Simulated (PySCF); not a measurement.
## [CeF4]− relaxed at several levels

Computed with PySCF 2.14.0, def2-SVP on the ligands, density fitting, scalar-relativistic core potentials, no spin-orbit coupling, vacuum. Each row is relaxed at its own level from the same template. Distances are means of the shortest metal–ligand contacts, charges and spins Mulliken's; removal energies are rigid, with the ligand's formal charge and no counterpoise, so too large; for an anion taken off a cation in vacuum most of it is the attraction of opposite charges, and multiply charged cations can part far more cheaply with an electron moved from ligand to metal. lcecp potentials hold a fixed number of 4f electrons in the core, out of states, spins and gaps.

```json
{"level": "PBE0", "basis on the metal": "lcecp-1-SVP with ECP47", "point group": "Td", "M–F (Å)": "2.178", "charge on M (e)": "1.13", "removal of one F (eV)": "6.33", "strongest infrared band, degenerate modes summed (cm⁻¹)": "480", "unstable modes (below −25 cm⁻¹)": "0"}
```

What does the calculation give for TPSS, lcecp-1-SVP with ECP47?

point group: Td, M–F (Å): 2.190, charge on M (e): 0.98, removal of one F (eV): 6.42, unstable modes (below −25 cm⁻¹): not given.
```xyz
5

Ce    0.0000    0.0000    0.0000
F     1.2647    1.2647    1.2647
F    -1.2647   -1.2647    1.2647
F     1.2647   -1.2647   -1.2647
F    -1.2647    1.2647   -1.2647
```

One start shape was tried for each, so a minimum needn't be the lowest isomer.
